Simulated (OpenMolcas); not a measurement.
**Lines of Co7+: computed and rescaled rates**

| Property | Result |
| --- | --- |
| Program | OpenMolcas |
| Method | SS-CASPT2, IPEA 0.25 Eh, imaginary shift 0.1 Eh (closed shells correlated: 3s 3p) |
| Basis | ANO-R3 [8s5p5d3f2g1h] |
| Scalar Hamiltonian | X2C, finite nucleus |
| Active space | 2 electrons in 5 orbitals (3d) |
| State averaging | 2S+1 = 3 even, 10 roots; 2S+1 = 1 even, 15 roots |
| Spin-orbit coupling | RASSI with atomic mean-field integrals over the reference wave functions, term energies averaged over their components |

Rates come from the transition moments of the reference wave functions (E1 and E2 in the length form). At fixed line strength A goes as λ^-3 for E1 and M1 and as λ^-5 for E2, so a rate at the computed wavelength can be rescaled to the measured one. Measured vacuum wavelengths follow from level energies in Sugar and Corliss, J. Phys. Chem. Ref. Data 10, 1097 (1981). Branching counts decays inside the model space alone, at computed energies, and the table is only a selection of the E2 and M1 lines, drawn from those between levels with measured partners whose computed energy lies within a factor of 1.5 of the measured one.

```json
{"Upper": "3d2 3P1", "Lower": "3d2 3P0", "Type": "M1", "λ computed (nm)": "19120", "λ measured (nm)": "18690", "A computed (s-1)": "2.58e-03", "A rescaled (s-1)": "2.76e-03", "Branching %": "1.1"}
{"Upper": "3d2 3P2", "Lower": "3d2 3P1", "Type": "M1", "λ computed (nm)": "8366", "λ measured (nm)": "8224", "A computed (s-1)": "2.17e-02", "A rescaled (s-1)": "2.28e-02", "Branching %": "3.8"}
{"Upper": "3d2 3F3", "Lower": "3d2 3F2", "Type": "M1", "λ computed (nm)": "7128", "λ measured (nm)": "6993", "A computed (s-1)": "7.09e-02", "A rescaled (s-1)": "7.51e-02", "Branching %": "100.0"}
{"Upper": "3d2 3F4", "Lower": "3d2 3F3", "Type": "M1", "λ computed (nm)": "5807", "λ measured (nm)": "5834", "A computed (s-1)": "1.04e-01", "A rescaled (s-1)": "1.03e-01", "Branching %": "100.0"}
{"Upper": "3d2 3P1", "Lower": "3d2 1D2", "Type": "M1", "λ computed (nm)": "2469", "λ measured (nm)": "3110", "A computed (s-1)": "9.19e-02", "A rescaled (s-1)": "", "Branching %": "38.8"}
{"Upper": "3d2 3P2", "Lower": "3d2 1D2", "Type": "M1", "λ computed (nm)": "1906", "λ measured (nm)": "2257", "A computed (s-1)": "3.39e-01", "A rescaled (s-1)": "", "Branching %": "58.5"}
{"Upper": "3d2 1D2", "Lower": "3d2 3F3", "Type": "M1", "λ computed (nm)": "551.9", "λ measured (nm)": "549.6", "A computed (s-1)": "9.66e-01", "A rescaled (s-1)": "", "Branching %": "60.6"}
{"Upper": "3d2 1D2", "Lower": "3d2 3F2", "Type": "M1", "λ computed (nm)": "512.2", "λ measured (nm)": "509.6", "A computed (s-1)": "6.25e-01", "A rescaled (s-1)": "", "Branching %": "39.2"}
{"Upper": "3d2 3P2", "Lower": "3d2 3F4", "Type": "E2", "λ computed (nm)": "462", "λ measured (nm)": "478.2", "A computed (s-1)": "7.91e-02", "A rescaled (s-1)": "6.66e-02", "Branching %": "13.7"}
{"Upper": "3d2 3P1", "Lower": "3d2 3F3", "Type": "E2", "λ computed (nm)": "451.1", "λ measured (nm)": "467.1", "A computed (s-1)": "8.31e-02", "A rescaled (s-1)": "6.98e-02", "Branching %": "35.1"}
{"Upper": "3d2 3P0", "Lower": "3d2 3F2", "Type": "E2", "λ computed (nm)": "433.8", "λ measured (nm)": "448.4", "A computed (s-1)": "1.53e-01", "A rescaled (s-1)": "1.30e-01", "Branching %": "100.0"}
{"Upper": "3d2 3P2", "Lower": "3d2 3F3", "Type": "M1", "λ computed (nm)": "428", "λ measured (nm)": "442", "A computed (s-1)": "8.39e-02", "A rescaled (s-1)": "", "Branching %": "14.5"}
{"Upper": "3d2 3P2", "Lower": "3d2 3F3", "Type": "E2", "λ computed (nm)": "428", "λ measured (nm)": "442", "A computed (s-1)": "3.08e-02", "A rescaled (s-1)": "2.62e-02", "Branching %": "5.3"}
{"Upper": "3d2 3P1", "Lower": "3d2 3F2", "Type": "E2", "λ computed (nm)": "424.2", "λ measured (nm)": "437.8", "A computed (s-1)": "5.57e-02", "A rescaled (s-1)": "4.76e-02", "Branching %": "23.5"}
{"Upper": "3d2 3P1", "Lower": "3d2 3F2", "Type": "M1", "λ computed (nm)": "424.2", "λ measured (nm)": "437.8", "A computed (s-1)": "3.67e-03", "A rescaled (s-1)": "", "Branching %": "1.5"}
{"Upper": "3d2 3P2", "Lower": "3d2 3F2", "Type": "M1", "λ computed (nm)": "403.7", "λ measured (nm)": "415.7", "A computed (s-1)": "1.91e-02", "A rescaled (s-1)": "", "Branching %": "3.3"}
{"Upper": "3d2 3P2", "Lower": "3d2 3F2", "Type": "E2", "λ computed (nm)": "403.7", "λ measured (nm)": "415.7", "A computed (s-1)": "5.27e-03", "A rescaled (s-1)": "4.55e-03", "Branching %": "0.9"}
{"Upper": "3d2 1G4", "Lower": "3d2 3F4", "Type": "M1", "λ computed (nm)": "336.5", "λ measured (nm)": "342.3", "A computed (s-1)": "7.62e-01", "A rescaled (s-1)": "", "Branching %": "58.3"}
{"Upper": "3d2 1G4", "Lower": "3d2 3F3", "Type": "M1", "λ computed (nm)": "318", "λ measured (nm)": "323.3", "A computed (s-1)": "5.42e-01", "A rescaled (s-1)": "", "Branching %": "41.5"}
{"Upper": "3d2 1S0", "Lower": "3d2 3P2", "Type": "E2", "λ computed (nm)": "195.4", "λ measured (nm)": "199.2", "A computed (s-1)": "1.54e+00", "A rescaled (s-1)": "", "Branching %": "3.3"}
{"Upper": "3d2 1S0", "Lower": "3d2 3P1", "Type": "M1", "λ computed (nm)": "191", "λ measured (nm)": "194.5", "A computed (s-1)": "1.27e+01", "A rescaled (s-1)": "", "Branching %": "27.4"}
{"Upper": "3d2 1S0", "Lower": "3d2 1D2", "Type": "E2", "λ computed (nm)": "177.2", "λ measured (nm)": "183.1", "A computed (s-1)": "3.17e+01", "A rescaled (s-1)": "2.69e+01", "Branching %": "68.7"}
{"Upper": "3d2 1S0", "Lower": "3d2 3F2", "Type": "E2", "λ computed (nm)": "131.7", "λ measured (nm)": "134.7", "A computed (s-1)": "2.82e-01", "A rescaled (s-1)": "", "Branching %": "0.6"}
```

Spin-changing lines and M1 lines between different terms are not rescaled, since their strength hangs on the term gaps too.

The largest correction is for 3d2 3P1 → 3d2 3F3 (E2): 8.31e-02 × (451.1 / 467.1)^5 = 6.98e-02 s-1, a factor of 0.84.

The computed rate and branching of 3d2 3F3 → 3d2 3F2 give the upper level a radiative lifetime of 1.000 / 7.09e-02 s-1 = 1.41e+01 s, counting decays inside the model space alone. The rescaled rate gives about 1.3e+01 s.

These are rates of the free ion; in crystals, glasses and complexes forced electric-dipole and non-radiative decay shorten such lifetimes by orders of magnitude. No measured rate stands beside these. Rescaling mends the energy factor alone: line strengths can still be far off where a level mixes with configurations outside the active space, and weak or spin-changing lines hang on small mixing coefficients that depend on the term gaps too, so rescaling need not improve them.

Term energies are means over components that CASPT2 splits; among the terms shown or strongly mixed into the levels shown the widest spread is 880 cm-1 (3d2 3F). Measured partners are found by configuration, term and J. A level has none where our copy of the source lacks it or the pairing is in doubt (some pairs that miss far off the trend of their configuration count as doubtful). Only configurations of the active space appear.
